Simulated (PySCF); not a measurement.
A side-by-side comparison of computed properties.

First species: C5H4N2S.
Atom-mapped SMILES: `[CH3:1][C@H:2]1[S:3][C:4]1([C:5]#[N:6])[C:7]#[N:8]` (hydrogens: H9, H10, H11 on C1; H12 on C2)

Second species: C7H8O.
SMILES: `C=C1C=C1OC1CC1`

Levels: B3LYP/def2-SVPD for dipole moment, HOMO energy, LUMO energy, HOMO–LUMO gap, static isotropic polarisability and electronic spatial extent ⟨r²⟩ about the centre of nuclear charge; TDDFT B3LYP/def2-SVPD for lowest singlet excitation; TDA B3LYP/def2-SVPD for lowest triplet excitation (Tamm–Dancoff); GFN2-xTB for rotational constant A and rotational constant C. Geometries: GFN2-xTB. All species are isolated and taken at one optimised geometry, non-relativistic unless stated. Electronic properties by PySCF.

Dipoles, sizes and rotational constants follow the conformer. The torsions of the flexible species, by atom-mapped SMILES:
- `[CH2:1]=[C:2]1[CH:3]=[C:4]1[O:5][CH:6]1[CH2:7][CH2:8]1`: C3–C4–O5–C6 -179°, C4–O5–C6–C7 -128°

Values for the first species:

* Dipole moment: 4.58 D
* HOMO energy: -7.78 eV
* LUMO energy: -2.50 eV
* HOMO–LUMO gap: 5.28 eV
* Lowest singlet excitation: 3.99 eV
* Lowest triplet excitation (Tamm–Dancoff): 3.48 eV
* Static isotropic polarisability: 83.8 au
* Electronic spatial extent ⟨r²⟩ about the centre of nuclear charge: 1025 bohr²
* Rotational constant A: 2.055 GHz
* Rotational constant C: 1.270 GHz

(1) Estimate the same properties for the second species, and the change in each.

## Answers

(1) 
| property | first | second | second less first |
| --- | --- | --- | --- |
| dipole moment | 4.58 D | 1.86 D | -2.72 D |
| HOMO energy | -7.78 eV | -5.50 eV | +2.28 eV |
| LUMO energy | -2.50 eV | -0.05 eV | +2.45 eV |
| HOMO–LUMO gap | 5.28 eV | 5.45 eV | +0.17 eV |
| lowest singlet excitation | 3.99 eV | 4.73 eV | +0.74 eV |
| lowest triplet excitation (Tamm–Dancoff) | 3.48 eV | 3.58 eV | +0.10 eV |
| static isotropic polarisability | 83.8 au | 83.7 au | -0.1 au |
| electronic spatial extent ⟨r²⟩ about the centre of nuclear charge | 1025 bohr² | 1033 bohr² | +8 bohr² |
| rotational constant A | 2.055 GHz | 4.284 GHz | +2.229 GHz |
| rotational constant C | 1.270 GHz | 1.158 GHz | -0.112 GHz |

On the first: In wavenumbers S1 is 32200 cm⁻¹ (1 eV = 8065.54 cm⁻¹).

On the second: In wavenumbers S1 is 38200 cm⁻¹ (1 eV = 8065.54 cm⁻¹). The principal polarisabilities are 60.8, 90.8 and 99.5 au; their mean is the isotropic value.
